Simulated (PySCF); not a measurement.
S: excitation energy

S [Ne] 3s2 3p4 (3P) → S [Ne] 3s2 3p3 4s1 (5S), as a difference of total energies. Calculation: PySCF 2.14, in aug-cc-pV(T+d)Z with one added diffuse shell each of s, p, d, f type (7s6p5d3f, 71 functions); no relativity, point nucleus. Correlated levels: valence: [Ne] frozen. The calculations carry no spin-orbit coupling.

```json
{"method": "UHF", "excitation energy (cm⁻¹)": "46001"}
{"method": "LDA", "excitation energy (cm⁻¹)": "52861"}
{"method": "PBE", "excitation energy (cm⁻¹)": "52403"}
{"method": "r2SCAN", "excitation energy (cm⁻¹)": "53759"}
{"method": "BLYP", "excitation energy (cm⁻¹)": "53429"}
{"method": "HSE06", "excitation energy (cm⁻¹)": "52653"}
{"method": "MP2 (valence)", "excitation energy (cm⁻¹)": "50185"}
{"method": "SCS-MP2 (valence)", "excitation energy (cm⁻¹)": "51563"}
```

Task: Estimate what wB97M-V gives.

Result: 53317 cm⁻¹, closest to BLYP among the rows shown.

Task: Estimate what PBE0 gives.

Result: 52769 cm⁻¹, closest to LDA among the rows shown.

Errors of the correlated levels include the incompleteness of this basis and the frozen core.

For comparison: 52428 cm⁻¹ (measured; NIST levels, between the centres of gravity of the two terms).
